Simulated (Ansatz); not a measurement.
The same path of a periodic cell of 17 atoms, Si (host Si, host structure diamond, interstitial Si) was run twice with different band settings. Lost on the way: Si2–Si17. Made: Si13–Si17.

These are results of DFT LDA, scalar-relativistic, plane waves, PAW (Ansatz), not measurements. Settings: PAW set soft_1, cutoff 420 eV, k mesh 2x2x2, fermi-dirac smearing 0.02 eV, no spin polarisation.

Relaxed end points:

```xyz
17
Lattice="0.0000 5.4300 5.4300 5.4300 0.0000 5.4300 5.4300 5.4300 0.0000" Properties=species:S:1:pos:R:3
Si 0.002 -0.001 -0.031
Si 1.382 1.377 1.338
Si 2.719 2.712 0.000
Si 4.054 4.050 1.339
Si 2.754 -0.001 2.716
Si 4.071 1.361 4.081
Si 5.432 2.679 2.716
Si 6.812 4.049 4.094
Si 0.003 2.746 2.715
Si 1.364 4.067 4.078
Si 2.684 5.428 2.716
Si 4.055 6.805 4.092
Si 2.717 2.714 5.431
Si 4.072 4.064 6.783
Si 5.433 5.428 5.464
Si 6.796 6.790 6.784
Si 5.435 5.426 2.717
```

```xyz
17
Lattice="0.0000 5.4300 5.4300 5.4300 0.0000 5.4300 5.4300 5.4300 0.0000" Properties=species:S:1:pos:R:3
Si 0.003 0.002 0.007
Si 1.356 1.356 1.358
Si 2.708 2.708 0.004
Si 4.071 4.070 1.325
Si 2.707 0.000 2.709
Si 4.071 1.318 4.072
Si 5.449 2.690 2.694
Si 6.818 4.070 4.072
Si 0.001 2.707 2.709
Si 1.320 4.071 4.072
Si 2.691 5.449 2.694
Si 4.070 6.818 4.072
Si 2.692 2.691 5.449
Si 4.070 4.070 6.819
Si 5.448 5.448 5.449
Si 6.785 6.785 6.786
Si 4.068 4.068 4.071
```

Common settings: climbing image yes; spring 5.0 eV/Å²; force threshold 0.05 eV/Å; end points relaxed.

| run | movable images | optimiser | start path | iteration limit | largest step |
| --- | --- | --- | --- | --- | --- |
| 1 | 5 | quadratic models (default) | straight line | 74 | default |
| 2 | 3 | fire | default | 50 | 0.5 Å |

What does each run give, and how far can it be trusted?

Run 1: converged after 6 iterations, highest image 0.314 eV above the first end. By the program's own check the climbing image is of a kind that is not told: the force calls were inconclusive, a negative curvature could not be distinguished from the path's own, the only one lies far off the path, or fixed occupations may fill a level only in part (lowest curvatures found: -0.06 and 0.84 eV/Å²).
Run 2: converged after 28 iterations, highest image 0.315 eV above the first end. The order of the stationary point at the top wasn't checked.
Limits of this set-up: coarse k mesh, PAW files made for another functional.
